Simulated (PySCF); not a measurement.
Species: C7H11N2 (charge +1).
Cartesian coordinates in Å at the PBE0-D3(BJ)/def2-SVP level; atoms count from 1:
```
atom  x, y, z in Å
N1     3.0913   -0.2310   -1.1363
C2     2.4890   -0.0094    0.1527
C3     0.9791    0.0253    0.0864
C4     0.2310    0.6075    1.1156
C5    -1.1602    0.6021    1.0783
C6    -1.7885    0.0118   -0.0105
N7    -3.2640   -0.0087   -0.0573
C8    -1.0799   -0.5685   -1.0558
C9     0.3091   -0.5542   -0.9974
H10    3.1797    0.6339   -1.6649
H11    4.0206   -0.6312   -1.0514
H12    2.8345    0.8984    0.6874
H13    2.7562   -0.8540    0.8124
H14    0.7394    1.0771    1.9616
H15   -1.7327    1.0608    1.8899
H16   -3.6419   -0.9595    0.0633
H17   -3.6243    0.3511   -0.9518
H18   -3.6660    0.5741    0.6875
H19   -1.5896   -1.0266   -1.9085
H20    0.9166   -0.9860   -1.7961
```

All values: CAM-B3LYP/def2-SVPD (PySCF, non-relativistic), on one gas-phase PBE0-D3(BJ)/def2-SVP geometry that isn't relaxed in the solvent. The solvent is an IEF-PCM continuum (van der Waals radii × 1.2), and excitations are vertical TDDFT with non-equilibrium linear response and a frozen core. Only the electrostatic response of the medium enters.

```csv
run,E − E(gas) (kJ/mol),HOMO (eV),HOMO–LUMO gap (eV),lowest singlet (eV),static polarisability (au)
gas,0.00,-11.50,7.68,5.21,93.5
P,-279.37,-8.40,8.67,5.37,129.8
Q,-216.34,-8.96,8.49,5.35,117.2
```

Q: The runs were made in chloroform and water. Which run belongs to which solvent?

A: P = water, Q = chloroform. The dielectric constants are 4.711 (chloroform), 78.36 (water), and the energy falls further as ε rises. The optical constants n² used for the excitations are 2.09, 1.78 in the same order. In this model the ground state sees the solvent through ε alone.

Q: How constant is the ratio of the lowering to 1 − 1/ε?

A: 
```tsv
solvent	1 − 1/ε	E − E(gas) (kJ/mol)	ratio (kJ/mol)	polarisation term (kJ/mol)
chloroform	0.788	-216.34	-274.6	-226.29
water	0.987	-279.37	-283.0	-299.56
```

The ratio changes by +3.0 % in size from chloroform to water. The polarisation term is half the interaction of the solute with the induced surface charges.

Hardware: one thread, Arm Neoverse V2 (aarch64), shared host with 32 logical CPUs at a one-minute load of 21. Cost: 65 s, 1.6 GiB resident at most. This is the whole response run at CAM-B3LYP/def2-SVPD in water, SCF included.
